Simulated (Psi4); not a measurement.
# MP2, SCS-MP2 and SOS-MP2 from spin components

System: C2H11NSi2 (SMILES CN(C)[SiH2][SiH3]), singlet, geometry from GFN2-xTB. Level: MP2/STO-3G (Psi4). Sums are taken with unrounded values, so a last digit can differ.

Here is a job for Psi4.
```
memory 2 GB

molecule {
0 1
Si    2.13068285   -0.05739977   -0.48353646
Si    0.27806565   -0.34014867    0.85040859
N    -1.13930866   -0.00880977   -0.07298357
C    -1.21577590    1.08543002   -1.00592697
C    -2.43866968   -0.38490803    0.42037568
H     3.27540742   -0.76803593    0.09045223
H     2.55359806    1.34333094   -0.61029225
H     1.99342100   -0.54616509   -1.85926202
H     0.06201445   -1.72132119    1.30707093
H     0.36805769    0.45878894    2.09719698
H    -0.22731016    1.31411447   -1.39866421
H    -1.62304544    1.99200927   -0.53900700
H    -1.86985862    0.81559351   -1.84131805
H    -2.90936327    0.42539775    0.99125285
H    -3.09648689   -0.63670482   -0.41680370
H    -2.34707915   -1.25279345    1.06735738
}

set {
  basis sto-3g
  freeze_core true
}

energy('mp2')
print_variables()
```

It gave an SCF energy of -706.186270 Eh, a same-spin correlation energy of -0.022139 Eh and an opposite-spin one of -0.203488 Eh.

Work out the MP2, SCS-MP2 (6/5 and 1/3) and SOS-MP2 (1.3 and 0) correlation and total energies.

MP2: -0.203488 + (-0.022139) = -0.225628 Eh, total -706.411898 Eh, as the program printed. SCS-MP2: 1.2 × (-0.203488) + (-0.022139)/3 = -0.251566 Eh, total -706.437836 Eh. SOS-MP2: 1.3 × (-0.203488) = -0.264535 Eh, total -706.450805 Eh. Opposite spins carry 90 % of the MP2 correlation; same-spin pairs are already kept apart by exchange.
